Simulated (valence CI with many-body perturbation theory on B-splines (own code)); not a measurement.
## Forbidden lines of Co6+

Level of theory: valence CI with perturbative core correlation (CI+MBPT): three valence electrons over a frozen Dirac-Fock core [Ar], radial functions for each j: 9 s, 9 p, 10 d, 8 f, 5 g, 3 h, 1 i, with the one-electron correlation potential Σ1, the two-electron term Σ2, the three-electron term Σ3, Breit, model QED; selected CI, second order for the rest, scaled by the run's own slope (own B-spline code, finite nucleus).

Against 6 measured levels this calculation errs by 282 cm⁻¹ on average and by 613 at most. These come from a selection out of Sugar and Corliss, J. Phys. Chem. Ref. Data 10, 1097 (1981). Levels without a partner in it may be off by more, other configurations by 1,000 to 8,000 cm⁻¹. The list stops below the first excitations out of the core. Only levels of the ground parity were solved; by the run's estimate the other parity begins above the list, which can be wrong where configurations are misplaced.

Lines 1 to 50 of 112 in falling wavelength, among levels below 363140 cm⁻¹, chosen from the decays that carry over 1 % of a level's rate. Wavelengths and rates use the calculated energies, so an error of 300 cm⁻¹ moves a line at 4980 Å by 1.5 % and its rate by three times that or more. Electric multipoles are in the length gauge, E1 and E2 with the static RPA response of the core. Weak lines are less certain than strong ones. Lines between different terms over intervals too small for the method are left out, as are lines whose strength nearly cancels and 1 of this kind that miss the measured wavelength by over 7 %. Branching is blank where the lifetime is uncertain.

Names give the largest LS component (configuration and term), which can be under half, so a name can repeat, a term be missing and a line seem to break the LS rules; names also repeat where a configuration has a term twice. Letters in brackets count levels of one name in rising energy.

| λ vac (Å) | λ from measured levels | Upper | Lower | Type | A (s⁻¹) | Branch % |
| --- | --- | --- | --- | --- | --- | --- |
| 1.673e+05 |  | 3d3 2H_11/2 | 3d3 2H_9/2 | M1 | 2.55e-03 | 1.1 |
| 1.425e+05 | 1.433e+05 | 3d3 4F_5/2 | 3d3 4F_3/2 | M1 | 1.49e-02 | 100.0 |
| 1.086e+05 | 1.096e+05 | 3d3 4F_7/2 | 3d3 4F_5/2 | M1 | 3.40e-02 | 100.0 |
| 91190 | 89850 | 3d3 4F_9/2 | 3d3 4F_7/2 | M1 | 3.57e-02 | 100.0 |
| 35720 |  | 3d3 2D_3/2 [a] | 3d3 2P_1/2 | M1 | 8.73e-02 | 3.0 |
| 34100 |  | 3d3 2D_5/2 [a] | 3d3 2P_3/2 | M1 | 1.22e-01 | 4.6 |
| 31120 |  | 3d3 2D_3/2 [a] | 3d3 2P_3/2 | M1 | 2.44e-01 | 8.5 |
| 14000 |  | 3d3 2P_3/2 | 3d3 4P_5/2 | M1 | 1.77e-01 | 6.9 |
| 12970 |  | 3d3 2H_9/2 | 3d3 2G_9/2 | M1 | 3.80e-01 | 58.1 |
| 12360 |  | 3d3 2P_3/2 | 3d3 4P_3/2 | M1 | 4.04e-01 | 15.7 |
| 12030 |  | 3d3 2H_11/2 | 3d3 2G_9/2 | M1 | 2.19e-01 | 97.5 |
| 12000 |  | 3d3 2P_3/2 | 3d3 4P_1/2 | M1 | 1.76e-01 | 6.8 |
| 11610 |  | 3d3 2H_9/2 | 3d3 2G_7/2 | M1 | 2.39e-01 | 36.6 |
| 11430 |  | 3d3 2P_1/2 | 3d3 4P_1/2 | M1 | 7.26e-01 | 98.4 |
| 9928 |  | 3d3 2D_5/2 [a] | 3d3 4P_5/2 | M1 | 1.18e-01 | 4.5 |
| 9658 |  | 3d3 2D_3/2 [a] | 3d3 4P_5/2 | M1 | 3.40e-01 | 11.8 |
| 8662 |  | 3d3 2D_3/2 [a] | 3d3 4P_1/2 | M1 | 2.95e-02 | 1.0 |
| 5213 |  | 3d3 2F_7/2 | 3d3 2D_5/2 [a] | E2 | 2.66e-02 | 1.5 |
| 5213 |  | 3d3 2F_7/2 | 3d3 2D_5/2 [a] | M1 | 2.16e-02 | 1.2 |
| 5152 |  | 3d3 2F_5/2 | 3d3 2D_3/2 [a] | E2 | 1.95e-02 | 1.5 |
| 5078 |  | 3d3 2F_5/2 | 3d3 2D_5/2 [a] | M1 | 5.89e-02 | 4.6 |
| 5032 |  | 3d3 2F_7/2 | 3d3 2H_11/2 | E2 | 6.19e-02 | 3.6 |
| 4980 | 5138 | 3d3 4P_5/2 | 3d3 4F_9/2 | E2 | 5.67e-02 | 51.1 |
| 4944 | 5078 | 3d3 4P_3/2 | 3d3 4F_7/2 | E2 | 4.13e-02 | 37.9 |
| 4938 |  | 3d3 2G_7/2 | 3d3 4F_9/2 | M1 | 2.40e-02 | 2.4 |
| 4783 | 4902 | 3d3 4P_1/2 | 3d3 4F_5/2 | E2 | 3.84e-02 | 35.6 |
| 4767 |  | 3d3 2F_5/2 | 3d3 2H_9/2 | E2 | 8.55e-02 | 6.7 |
| 4729 | 4853 | 3d3 4P_3/2 | 3d3 4F_5/2 | E2 | 3.71e-02 | 34.0 |
| 4729 | 4853 | 3d3 4P_3/2 | 3d3 4F_5/2 | M1 | 5.17e-03 | 4.7 |
| 4727 |  | 3d3 2G_9/2 | 3d3 4F_9/2 | M1 | 1.16e+00 | 70.4 |
| 4722 | 4860 | 3d3 4P_5/2 | 3d3 4F_7/2 | E2 | 2.36e-02 | 21.3 |
| 4722 | 4860 | 3d3 4P_5/2 | 3d3 4F_7/2 | M1 | 5.94e-03 | 5.4 |
| 4685 |  | 3d3 2G_7/2 | 3d3 4F_7/2 | M1 | 4.92e-01 | 49.9 |
| 4628 | 4740 | 3d3 4P_1/2 | 3d3 4F_3/2 | E2 | 6.87e-02 | 63.7 |
| 4577 | 4694 | 3d3 4P_3/2 | 3d3 4F_3/2 | E2 | 1.44e-02 | 13.2 |
| 4577 | 4694 | 3d3 4P_3/2 | 3d3 4F_3/2 | M1 | 1.08e-02 | 9.9 |
| 4525 | 4654 | 3d3 4P_5/2 | 3d3 4F_5/2 | E2 | 6.52e-03 | 5.9 |
| 4525 | 4654 | 3d3 4P_5/2 | 3d3 4F_5/2 | M1 | 3.08e-03 | 2.8 |
| 4522 |  | 3d3 2F_7/2 | 3d3 2P_3/2 | E2 | 2.12e-02 | 1.2 |
| 4502 |  | 3d3 2F_5/2 | 3d3 2P_1/2 | E2 | 1.45e-02 | 1.1 |
| 4494 |  | 3d3 2G_9/2 | 3d3 4F_7/2 | M1 | 4.79e-01 | 29.1 |
| 4491 |  | 3d3 2G_7/2 | 3d3 4F_5/2 | M1 | 4.70e-01 | 47.7 |
| 4420 |  | 3d3 2F_5/2 | 3d3 2P_3/2 | M1 | 1.38e-02 | 1.1 |
| 3548 |  | 3d3 2F_7/2 | 3d3 2G_9/2 | M1 | 2.18e-01 | 12.5 |
| 3548 |  | 3d3 2F_7/2 | 3d3 2G_9/2 | E2 | 1.33e-01 | 7.6 |
| 3464 |  | 3d3 2H_9/2 | 3d3 4F_9/2 | M1 | 2.20e-02 | 3.4 |
| 3448 |  | 3d3 2D_5/2 [b] | 3d3 2F_5/2 | M1 | 1.16e+00 | 4.7 |
| 3438 |  | 3d3 2F_7/2 | 3d3 2G_7/2 | M1 | 4.91e-01 | 28.2 |
| 3420 |  | 3d3 2P_3/2 | 3d3 4F_5/2 | M1 | 1.11e+00 | 43.1 |
| 3396 |  | 3d3 2D_3/2 [b] | 3d3 2F_5/2 | M1 | 7.20e-01 |  |
